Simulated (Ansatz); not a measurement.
Saddle point of SiHCl4, doublet (SiCl₄ ([Cl][Si]([Cl])([Cl])[Cl]) + H → SiCl₃ ([Cl][Si]([Cl])[Cl]) + HCl; bonds formed: Cl1–H6; bonds broken: Cl1–Si2), PBE0-D4/def2-TZVP structure:

Cl1  (-0.685, 0.140, 1.438)
Si2  (0.292, -0.058, -0.610)
Cl3  (1.527, -1.670, -0.605)
Cl4  (-1.153, -0.304, -2.015)
Cl5  (1.358, 1.624, -1.006)
H6  (-1.339, 0.268, 2.798)
(Å)

Energies are electronic, without zero-point energy. Barriers and step energies count from the start structure reached by relaxing down the imaginary mode; all methods use the PBE0-D4 structures, on which another method's saddle can fall below an end. Computed with Ansatz 0.2.0 (basis: def2-TZVPP, with def2-QZVPP for the basis limit); correlated methods freeze the cores; orbitals are unrestricted. B3LYP uses VWN-RPA correlation. Extrapolation: Hartree–Fock as exp(−7.88 √X), correlation as X^−2.97.

```
      method  barrier (kJ/mol)  step energy (kJ/mol)
       SPW92              17.2                   2.8
      PBE-D4              40.6                   1.9
     BLYP-D4              36.7                 -11.2
   r2SCAN-D4              49.7                   4.0
      B97M-V              69.5                  14.4
     PBE0-D4              63.4                  11.2
    B3LYP-D4                 ?                  -4.0
  r2SCAN0-D4              62.9                   7.1
    BHLYP-D4              80.9                   8.7
CAM-B3LYP-D4              70.4                   3.5
     wB97X-V              89.7                  19.5
     wB97M-V              84.9                  20.8
      B2PLYP              73.1                   5.1
    PBE-QIDH              89.5                  23.6
  RPA on PBE                 ?                   0.4
          HF             150.0                  25.1
         MP2                 ?                  34.6
        CCSD              93.8                   7.7
     CCSD(T)              88.2                  11.3
```

Question: Fill in the withheld barriers. (To be estimated.)

Answer: Computed: RPA on PBE 82.2; MP2 108.1; B3LYP-D4 54.1 kJ/mol. Each is the energy of the saddle less that of the start structure, by the same method.

For comparison, the barrier by CCSD(T) at an estimated basis limit (MP2 extrapolated from triple and quadruple zeta, plus CCSD(T) − MP2 in triple zeta) is 84.2 kJ/mol.

T1 diagnostic: at most 0.014. ⟨S²⟩ of the unrestricted Hartree–Fock references: 0.75 to 0.80 (a pure state has 0.75). The unrestricted reference is spin-contaminated, which hurts MP2 most.

Radical steps of this kind take place in plasma deposition and etching.

Labels in which every atom is bracketed show which atoms are joined, not bond orders.

For scale, one of the runs: CCSD(T)/def2-TZVPP, 224 basis functions, launched by `ansatz run in.yaml --threads 8 --pin off --events-out ev --progress --plain --max-ram 19148MiB`. The run took 3.5 min on 8 CPU threads of an Arm Neoverse V2 (shared host), with 8.4 GiB of host memory at its peak.
